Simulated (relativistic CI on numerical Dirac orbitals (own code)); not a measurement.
# Level scheme of La56+

These numbers are calculated, not measured: Dirac equation for one electron, model QED (radiative potential, 1s self-energy scaled to tabulated hydrogen-like ionisation energies) (own radial code, finite nucleus).

CI space: 1s, 2s, 2p, 3s, 3p, 3d, 4s, 4p, 4d, 4f, 5s, 5p, 5d, 5f, 5g, 6s, 6p, 6d. Levels of other configurations are missing.

The lowest level is 1s 2S_1/2, with 100 % of that term; Hund's rules for 1s give 2S with J = 1/2, in agreement.

```
No.  Configuration  Term    J   E (eV)    %  Landé g  Lifetime (s)
  1             1s    2S  1/2      0.0  100    1.882              
  2             2p   2P°  1/2  34536.4  100    0.635      1.48e-16
  3             2s    2S  1/2  34545.2  100    1.972              
  4             2p   2P°  3/2  35073.6  100    1.311      1.58e-16
  5             3p   2P°  1/2  41102.3  100    0.652      5.06e-16
  6             3s    2S  1/2  41104.9  100    1.989      1.07e-14
  7             3d    2D  3/2  41261.6  100    0.789      1.34e-15
  8             3p   2P°  3/2  41262.0  100    1.324      5.11e-16
  9             3d    2D  5/2  41310.4  100    1.191      1.43e-15
 10             4p   2P°  1/2  43377.8  100    0.658      1.20e-15
 11             4s    2S  1/2  43378.9  100    1.995      1.57e-14
 12             4d    2D  3/2  43444.7  100    0.794      3.08e-15
 13             4p   2P°  3/2  43444.9  100    1.328      1.19e-15
 14             4f   2F°  5/2  43465.3  100    0.851      6.64e-15
 15             4d    2D  5/2  43465.4  100    1.195      3.31e-15
 16             4f   2F°  7/2  43475.5  100    1.138      6.78e-15
 17             5p   2P°  1/2  44421.5  100    0.661      2.35e-15
 18             5s    2S  1/2  44422.1  100    1.998      2.49e-14
 19             5d    2D  3/2  44455.7  100    0.796      5.90e-15
 20             5p   2P°  3/2  44455.8  100    1.330      2.29e-15
 21             5f   2F°  5/2  44466.2  100    0.853      1.27e-14
 22             5d    2D  5/2  44466.3  100    1.197      6.35e-15
 23             5g    2G  7/2  44471.4  100    0.885      2.19e-14
 24             5f   2F°  7/2  44471.4  100    1.140      1.30e-14
 25             5g    2G  9/2  44474.5  100    1.108      2.21e-14
 26             6p   2P°  1/2  44984.6  100    0.663      4.05e-15
 27             6s    2S  1/2  44984.9  100    1.999      3.83e-14
 28             6d    2D  3/2  45004.3  100    0.797      1.01e-14
 29             6p   2P°  3/2  45004.3  100    1.332      3.94e-15
 30             6d    2D  5/2  45010.4  100    1.198      1.08e-14
```

Energies count from the lowest computed level; ° marks odd parity; lifetimes are radiative, by E1, M1, E2, M2 decay to levels of this space only; some are left blank where a channel outside the calculation adds to the decay or the decay crosses a small, uncertain gap.
